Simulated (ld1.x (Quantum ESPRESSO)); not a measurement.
**silver, TM: configuration errors across variants**

ld1.x (Quantum ESPRESSO) 7.5 input, shortened:

```
&input
   title='Ag', zed=47., rel=2, dft='PZ', iswitch=3,
   config='[Kr] 4d10 5s1 5p0', rel_dist='average'
 /
 &inputp
   pseudotype=2, tm=.true., lloc=-2, rcloc=1.55,
   nlcc=.true., new_core_ps=.true.
 /
3
5S  1  0   1.00   0.00  2.20  2.20  0.0
5P  2  1   0.00   0.00  3.70  3.70  0.0
4D  3  2  10.00   0.00  2.00  2.00  0.0
 &test
   configts(1)='4d10 5s1 5p0'
 /
```

Open shells are filled in proportion to 2j + 1 (rel_dist='average').

All-electron excitation energies from the reference (eV): (1) 4d10 5s0 5p0 8.104; (2) 4d9 5s0 5p0 30.489; (3) 4d8 5s0 5p0 66.920; (4) 4d10 5s0 5p1 4.017; (5) 4d7 5s0 5p0 118.842.

Tests that are not counted but printed errors over 1 eV. “base”: 4d9 5s1 5p0 (solver errors, printed error -4.0 eV). “wave 5s (bound): rc 2.20 bohr becomes 5s (bound): rc 1.44 bohr”: 4d9 5s1 5p0 (solver errors, printed error -4.0 eV). “wave 5s (bound): rc 2.20 bohr becomes 5s (bound): rc 1.74 bohr”: 4d9 5s1 5p0 (solver errors, printed error -4.0 eV). “wave 5s (bound): rc 2.20 bohr becomes 5s (bound): rc 2.00 bohr”: 4d9 5s1 5p0 (solver errors, printed error -4.0 eV). “wave 5s (bound): rc 2.20 bohr becomes 5s (bound): rc 2.26 bohr”: 4d9 5s1 5p0 (solver errors, printed error -4.0 eV).

A true bound ghost makes a file unfit for plane-wave use even where its test errors are small: the radial tests pick states by their node count and pass the ghost by. Where a test does run into it, the solver fails or the error is huge.

Errors AE − PS in meV (a dash: test not solved or not reliable):

| change | (1) | (2) | (3) | (4) | (5) | bound ghosts |
| --- | --- | --- | --- | --- | --- | --- |
| base | -9.6 | -40 | -264 | +0.3 | -809 | s |
| wave 5s (bound): rc 2.20 bohr becomes 5s (bound): rc 1.44 bohr | -8.9 | -70 | -346 | -5.8 | -963 | s |
| wave 5s (bound): rc 2.20 bohr becomes 5s (bound): rc 1.74 bohr | -3.6 | -52 | -305 | +2.9 | -890 | s |
| wave 5s (bound): rc 2.20 bohr becomes 5s (bound): rc 2.00 bohr | -8.4 | -43 | -274 | +0.8 | -827 | s |
| wave 5s (bound): rc 2.20 bohr becomes 5s (bound): rc 2.26 bohr | -9.6 | -40 | -264 | +0.2 | -809 | s |
| wave 5s (bound): rc 2.20 bohr becomes 5s (bound): rc 2.44 bohr | -9.2 | -42 | -270 | +0.4 | -819 | s |
| wave 5s (bound): rc 2.20 bohr becomes 5s (bound): rc 3.04 bohr | -7.8 | -78 | -356 | -0.4 | -968 | s |
| wave 5s (bound): rc 2.20 bohr becomes 5s (bound): rc 3.26 bohr | -9.2 | -108 | -424 | -2.5 | -1083 | s |

Question: Give the same row for: wave 5s (bound): rc 2.20 bohr becomes 5s (bound): rc 2.80 bohr.

Answer: -7.9, -58, -308, +0.4, -887; bound ghosts: s. Not counted: 4d9 5s1 5p0 (solver errors, printed error -4.0 eV).
